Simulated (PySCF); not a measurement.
C3H4N2O, SMILES C1OC=NCN=1. Coordinates come from a PBE0-D3(BJ)/def2-SVP optimisation. One conformer was computed; it need not be the lowest.

**Question.** Give the equilibrium geometry at PBE0-D3(BJ)/def2-SVP (PySCF confirms it by a frequency run) as Cartesian coordinates in Å, and its point group. (Estimate from the structure and the level; the computed values follow.)

**Answer.** This is not unique; one that fits is point group C2v.
```xyz
10

C      0.0000    -1.1524    -0.6303
N      0.0000    -1.2318     0.6215
C      0.0000     0.0000     1.3813
N      0.0000     1.2318     0.6215
C      0.0000     1.1524    -0.6303
O      0.0000     0.0000    -1.3701
H      0.0000    -2.0326    -1.2838
H      0.8780     0.0000     2.0514
H     -0.8780     0.0000     2.0514
H      0.0000     2.0326    -1.2838
```
